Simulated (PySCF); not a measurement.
# Orbital picture of NaSn

revPBE at R = 2.926 Å; Na def2-SVP, Sn def2-SVP with ECP28; scalar-relativistic core potentials (PySCF 2.14). State: ⁴Σ⁻ (quartet), unpaired electrons σ ↑, π ↑↑. Only the outer orbitals are listed, counted within each symmetry, core potentials removing the inner ones.

```csv
spin,orbital,occ.,ε (eV),on Na (%),main shells (%)
α,7σ,1,-9.84,4,96 Sn s
α,8σ,1,-4.04,36,"62 Sn p, 35 Na s"
α,4π,1,-3.24,10,"90 Sn p, 8 Na p"
α,4π,1,-3.24,10,"90 Sn p, 8 Na p"
α,9σ,0,-2.13,80,"57 Na s, 23 Na p, 20 Sn p"
α,5π,0,-0.35,92,92 Na p
α,5π,0,-0.35,92,92 Na p
β,7σ,1,-8.36,7,93 Sn s
β,8σ,0,-2.83,58,"58 Na s, 40 Sn p"
β,4π,0,-1.63,16,"84 Sn p, 15 Na p"
β,4π,0,-1.63,16,"84 Sn p, 15 Na p"
```

**Question.** Which are the highest filled and the lowest empty level, where do they sit, and how wide is the gap?

**Answer.** Highest filled α 4π at -3.24 eV (in %: 90 Sn p, 8 Na p); lowest empty β 8σ at -2.83 eV (in %: 58 Na s, 40 Sn p); the gap at revPBE is 0.41 eV.

```
bond order (Mayer)                               : 0.98
⟨S²⟩                                             : 3.751
charge on Na (Mulliken, basis-dependent)         : 0.34
charge on Na (Löwdin, basis-dependent)           : 0.14
dipole moment (positive dipole means Na(−)Sn(+)) : -6.44 D
```

Spin–orbit coupling is left out. The state is the lowest determinant that a PBE0 search found; another state may lie lower at other levels.
